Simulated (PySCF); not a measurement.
# Spin-rotation constants: `C[C@H](CC=C)NC=O`, C6H11NO

Molfile (atoms numbered from 1):
```
C6H11NO
     RDKit          3D

 19 18  0  0  0  0  0  0  0  0999 V2000
    2.3677   -0.9572    0.1499 C   0  0  0  0  0  0  0  0  0  0  0  0
    1.7722    0.1127   -0.3453 C   0  0  0  0  0  0  0  0  0  0  0  0
    0.7874    0.9476    0.4125 C   0  0  0  0  0  0  0  0  0  0  0  0
   -0.6689    0.6102    0.0351 C   0  0  1  0  0  0  0  0  0  0  0  0
   -0.9697    0.8836   -1.4374 C   0  0  0  0  0  0  0  0  0  0  0  0
   -0.9497   -0.7742    0.3593 N   0  0  0  0  0  0  0  0  0  0  0  0
   -1.9377   -1.1442    1.1901 C   0  0  0  0  0  0  0  0  0  0  0  0
   -2.7101   -0.3984    1.7385 O   0  0  0  0  0  0  0  0  0  0  0  0
    2.1972   -1.2804    1.1646 H   0  0  0  0  0  0  0  0  0  0  0  0
    3.0610   -1.5464   -0.4265 H   0  0  0  0  0  0  0  0  0  0  0  0
    1.9698    0.4197   -1.3636 H   0  0  0  0  0  0  0  0  0  0  0  0
    0.9594    2.0047    0.2042 H   0  0  0  0  0  0  0  0  0  0  0  0
    0.9094    0.7808    1.4843 H   0  0  0  0  0  0  0  0  0  0  0  0
   -1.3459    1.2025    0.6596 H   0  0  0  0  0  0  0  0  0  0  0  0
   -0.3704    0.2429   -2.0800 H   0  0  0  0  0  0  0  0  0  0  0  0
   -0.7558    1.9219   -1.6765 H   0  0  0  0  0  0  0  0  0  0  0  0
   -2.0199    0.6902   -1.6411 H   0  0  0  0  0  0  0  0  0  0  0  0
   -0.3298   -1.4635   -0.0371 H   0  0  0  0  0  0  0  0  0  0  0  0
   -1.9759   -2.2431    1.3199 H   0  0  0  0  0  0  0  0  0  0  0  0
  1  2  2  0
  2  3  1  0
  3  4  1  0
  4  5  1  0
  4  6  1  0
  6  7  1  0
  7  8  2  0
  1  9  1  0
  1 10  1  0
  2 11  1  0
  3 12  1  0
  3 13  1  0
  4 14  1  1
  5 15  1  0
  5 16  1  0
  5 17  1  0
  6 18  1  0
  7 19  1  0
M  END
```

Method used: GIAO HF/pcSseg-1 magnetisability, rotational g tensor and spin-rotation constants, non-relativistic, gas phase in PySCF 2.14.0. Geometry: GFN2-xTB.

(1) Give the nuclear spin-rotation constants along the inertial axes (H = +C I·J) beside the isotropic shieldings.

(2) How do the rotational constants and the g tensor change when H9, H10, H11, H12, H13, H14, H15, H16, H17, H18, H19 are replaced by deuterium?

Answers

(1) Rotational constants 3.1629, 1.2949, 1.0732 GHz. A star marks the isotopologue with that one atom substituted, in its own axes.
```csv
atom,isotope,Caa (kHz),Cbb (kHz),Ccc (kHz),mean (kHz),σ (ppm)
N6,14N,0.217,0.100,0.105,0.141,140.5
H9,1H,-0.197,0.006,-0.083,-0.091,26.7
H10,1H,-0.018,-0.130,-0.029,-0.059,26.7
H11,1H,-0.153,-0.001,-0.075,-0.077,25.9
H12,1H,-0.316,-0.040,-0.064,-0.140,30.1
H13,1H,-0.330,-0.035,-0.062,-0.142,30.1
H14,1H,-0.109,-0.112,-0.027,-0.083,27.7
H15,1H,-0.198,-0.139,-0.041,-0.126,31.1
H16,1H,-0.320,-0.044,-0.081,-0.148,31.2
H17,1H,-0.040,-0.121,-0.101,-0.087,30.8
H18,1H,-0.150,-0.110,-0.045,-0.102,27.3
H19,1H,-0.260,0.019,-0.026,-0.089,24.2
C1,13C*,0.997,0.372,0.293,0.554,68.1
C2,13C*,1.062,0.445,0.303,0.603,50.2
C3,13C*,0.522,0.209,0.174,0.302,154.4
C4,13C*,0.554,0.190,0.163,0.302,157.3
C5,13C*,0.470,0.157,0.150,0.259,171.4
C7,13C*,1.217,0.486,0.321,0.675,26.9
O8,17O*,-1.738,-0.364,-0.298,-0.800,-55.3
```
For the geometry as given, no vibrational averaging.

(2) Constants 2.4904, 1.1615, 0.9489 GHz; g -0.0117, -0.0137, -0.0088, against -0.0149, -0.0149, -0.0098 before.
